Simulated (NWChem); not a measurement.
CH₆AlOP; SMILES [CH3][Al]([OH])[PH2]

```xyz
10

Al    -0.0324    -0.5507     0.0205
C      1.4544    -1.8046     0.0696
H      1.9053    -1.9143    -0.9315
H      1.1199    -2.8020     0.3953
H      2.2580    -1.4693     0.7453
O     -1.6056    -1.2126     0.0876
H     -2.4364    -0.7363     0.0646
P      0.2540     1.7741    -0.0100
H     -0.7675     1.9886    -0.9876
H      1.3076     1.7026    -0.9745
```
Atoms are numbered in this order, from 1.

Level: PBE0/def2-SVP (NWChem), optimised geometry, unscaled harmonic frequencies. 

| frequency (cm⁻¹) | IR intensity (km/mol) |
|---|---|
| 38 | 0.1 |
| 91 | 6.8 |
| 133 | 4.1 |
| 186 | 13.7 |
| 197 | 12.3 |
| 377 | 135.0 |
| 382 | 10.3 |
| 504 | 2.2 |
| 534 | 113.0 |
| 591 | 57.8 |
| 652 | 26.5 |
| 660 | 57.8 |
| 701 | 156.8 |
| 878 | 100.0 |
| 1084 | 18.6 |
| 1208 | 29.0 |
| 1421 | 1.5 |
| 1422 | 5.3 |
| 2394 | 32.7 |
| 2411 | 50.5 |
| 3048 | 1.8 |
| 3144 | 2.6 |
| 3164 | 2.2 |
| 3990 | 96.5 |

The zero-point energy is 41.7 kcal/mol. The thermal correction to the enthalpy at 298.15 K (with zero-point energy) is 47.3 kcal/mol and the heat capacity Cv comes out as 25.9 cal/(mol K). The entropy at 298.15 K and 1 atm (symmetry number 1) is 87.7 cal/(mol K). The dipole moment is 0.85 D.

Rigid rotor and harmonic oscillator; modes under 100 cm⁻¹ make the entropy uncertain.
